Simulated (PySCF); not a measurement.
(1E)-1-bromobuta-1,3-diene (C₄H₅Br), SMILES C(=C\C=C)/Br. Geometry: PBE-D3(BJ)/def2-SVP. Other conformers were not sampled.

Problem. Give the equilibrium geometry at PBE-D3(BJ)/def2-SVP (PySCF confirms it by a frequency run) as Cartesian coordinates in Å, and its point group. (An estimate is asked for; the answer gives what the named calculation found.)

Solution. Several could match; the one computed here: point group Cs.
```xyz
10

C     -0.3671     3.6887     0.0000
C      0.3810     2.5608     0.0000
C     -0.1709     1.2164     0.0000
C      0.6021     0.1056     0.0000
Br    -0.0918    -1.6472     0.0000
H     -1.4685     3.6442     0.0000
H      0.0971     4.6859     0.0000
H      1.4825     2.6432     0.0000
H     -1.2695     1.1125     0.0000
H      1.7025     0.1375     0.0000
```
Charge 0, spin multiplicity 1.
